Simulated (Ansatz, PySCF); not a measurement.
Gas-phase reaction R1 → P1, each structure at its B3LYP-D3(BJ)/def2-TZVP stationary point, reached from a drawn start; harmonic modes at that level show minima.
R1, C2H6O (SMILES CCO) (charge 0, multiplicity 1):
```xyz
9

C     -0.86945     0.22544     0.19975
C      0.38903    -0.35356    -0.42415
O      1.56358     0.37351    -0.07471
H     -1.75315    -0.32633    -0.12963
H     -0.98967     1.27293    -0.08063
H     -0.82905     0.16568     1.29102
H      0.49574    -1.41156    -0.15296
H      0.33269    -0.30108    -1.51232
H      1.66017     0.35497     0.88363
```
P1, C2H6O (SMILES COC) (charge 0, multiplicity 1):
```json
[
 {"atom": "C", "x (Å)": "1.1684", "y (Å)": "0.0559", "z (Å)": "-0.0835"},
 {"atom": "O", "x (Å)": "-0.0359", "y (Å)": "0.2560", "z (Å)": "-0.7878"},
 {"atom": "C", "x (Å)": "-1.1724", "y (Å)": "-0.0275", "z (Å)": "-0.0040"},
 {"atom": "H", "x (Å)": "1.2720", "y (Å)": "-0.9863", "z (Å)": "0.2472"},
 {"atom": "H", "x (Å)": "1.2303", "y (Å)": "0.7066", "z (Å)": "0.7993"},
 {"atom": "H", "x (Å)": "1.9868", "y (Å)": "0.2968", "z (Å)": "-0.7603"},
 {"atom": "H", "x (Å)": "-1.1790", "y (Å)": "-1.0737", "z (Å)": "0.3303"},
 {"atom": "H", "x (Å)": "-2.0498", "y (Å)": "0.1529", "z (Å)": "-0.6234"},
 {"atom": "H", "x (Å)": "-1.2206", "y (Å)": "0.6192", "z (Å)": "0.8824"}
]
```

P less R. No zero-point or thermal terms.

Correlated levels freeze the cores. CBS: X⁻³ extrapolation of the correlation energy, Hartree–Fock from the larger set.

Codes used: Ansatz (an electronic-structure program); PySCF for the D3/D4 terms. Each number belongs to the level named beside it.

Give the reaction energy at the level B2PLYP-D4/def2-TZVPP.

11.2 kcal/mol

Predict the reaction energy from CCSD(T)/CBS(cc-pVTZ, cc-pVQZ).

12.2 kcal/mol

What reaction energy does MP2/CBS(cc-pVTZ, cc-pVQZ) give?

13.0 kcal/mol
